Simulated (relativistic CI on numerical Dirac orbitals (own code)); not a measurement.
A reference radial Dirac CI calculation of V+ gave the lowest total energy -947.53468 Ha in 22 SCF steps, from this input:

```
atom V  Z=23  charge=1  electrons=22
nucleus A=51  rms_radius_fm=3.6002
hamiltonian dirac-coulomb  breit=on  qed=on  c_scale=1
orbitals kli  potential=per-configuration
slater_scale 1
correlation none
mixing on
grid step=0.0125 r_max=74.5
scf mixing=0.4 start=green max_iterations=150 tolerance=2e-08 node_fill=0.05
configurations
  [Ar] 3d4
  [Ar] 3d3 4s
end
```

One setting was then changed (and the iteration limit cut to 65), and the output read:

```
error: the grid has 9064 points, outside 40 to 4096
end: refused
```

(1) Which setting was changed?
A. start potential
B. grid step
C. SCF mixing
D. charge

Results:

(1) B. The grid step 0.002. This setting is bad on purpose; its numbers may not be properties of the ion.
